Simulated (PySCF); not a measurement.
**Ru: ionisation energy**

Ru [Kr] 4d7 5s1 (5F) → Ru+ [Kr] 4d7 (4F), as a difference of total energies. All numbers are calculated (PySCF 2.14, a scalar-relativistic core potential, in aug-cc-pVTZ-PP with one added diffuse shell each of s, p, d, f, g type with ECP28MDF (7s7p6d4f3g, 113 functions)). Correlated levels: valence: 4s2 4p6 frozen. The calculations carry no spin-orbit coupling.

```json
{"method": "UHF", "ionisation energy (eV)": "6.292"}
{"method": "LDA", "ionisation energy (eV)": "8.118"}
{"method": "PBE", "ionisation energy (eV)": "7.828"}
{"method": "PBE0", "ionisation energy (eV)": "7.518"}
{"method": "PW91", "ionisation energy (eV)": "7.897"}
{"method": "M06", "ionisation energy (eV)": "7.241"}
{"method": "r2SCAN0", "ionisation energy (eV)": "7.528"}
{"method": "MP2 (valence)", "ionisation energy (eV)": "7.185"}
```

**Question.** Estimate what r2SCAN gives.

**Answer.** 7.766 eV, closest to PBE among the rows shown.

**Question.** Estimate what SCS-MP2 (valence) gives.

**Answer.** 6.913 eV, closest to MP2 (valence) among the rows shown.

Errors of the correlated levels include the incompleteness of this basis and the frozen core.

For comparison: 7.365 eV (measured; NIST levels, between the centres of gravity of the two terms).
